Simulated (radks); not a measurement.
Values are calculated unless marked as measured or tabulated.
Charge is removed step by step from the 1s level of the nitrogen ion N+, starting from [He] 2s2 2p2. Level of theory: scalar-relativistic Kohn-Sham, r2SCAN, spin-unpolarised, spherical densities, finite nucleus; meta-GGA in the generalised Kohn-Sham scheme; Fermi nuclear charge, rms radius 2.5582 fm (a radial shooting solver on a logarithmic mesh with Libxc functionals).

\begin{tabular}{lrrr}
removed (e) & E - E(0) (eV) & eigenvalue (eV) & E minus straight line (eV) \\ \hline
0 & 0.000 & -406.66 & 0.000 \\
0.1 & 41.040 & -414.17 & -3.433 \\
0.2 & 82.834 & -421.73 & -6.113 \\
0.3 & 125.39 & -429.33 & -8.034 \\
0.4 & 168.70 & -436.98 & -9.193 \\
0.5 & 212.78 & -444.65 & -9.586 \\
0.6 & 257.63 & -452.35 & -9.211 \\
0.7 & 303.25 & -460.06 & -8.065 \\
0.8 & 349.64 & -467.78 & -6.147 \\
0.9 & 396.80 & -475.48 & -3.458 \\
1 & 444.73 & -483.16 & 0.000 \\
\end{tabular}

Removing the whole electron costs 444.73 eV by Delta-SCF, against 406.66 eV from minus the eigenvalue at the starting occupation. Slater's transition state (half an electron removed) gives 444.65 eV. Integrating minus the eigenvalue over the occupation (Janak's theorem) gives 444.74 eV. In this scalar-relativistic scheme the density is built from large components alone, so the theorem holds only approximately. The mean slope of the eigenvalue, de/dn, is 76.5 eV per electron.
